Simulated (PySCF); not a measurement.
**Working out the ionisation energy of Ne⁺**

Ne⁺ [He] 2s2 2p5 (2P) → Ne²⁺ [He] 2s2 2p4 (3P). All numbers are calculated (PySCF 2.14, scalar relativity by spin-free X2C-1e, in x2c-TZVPPall with one added diffuse shell each of s, p, d type (6s4p3d1f, 40 functions)). Frozen: 1s2. Energies in hartree (1 hartree = 27.21139 eV):

```tsv
part	Ne⁺ (lower)	Ne²⁺ (upper)
UHF	-127.956910	-126.513784
CCSD correlation	-0.206534	-0.155530
(T)	-0.002354	-0.001415
```

Task: What does Hartree-Fock give?

Result: (-126.513784) − (-127.956910) = 1.443126 hartree = 39.269 eV.

Task: What do CCSD and CCSD(T) give?

Result: The CCSD correlation energies differ by 0.051004 hartree = 1.388 eV and the triples by 0.000939 hartree = 0.026 eV, so CCSD gives 40.657 eV and CCSD(T) 40.683 eV.

A first-order spin-orbit estimate adds -0.005 eV to CCSD(T) (valence), giving 40.678 eV against 40.963 eV (measured; NIST Atomic Spectra Database, ionization energies).

What remains against the reference includes basis incompleteness, the frozen core and higher excitations.
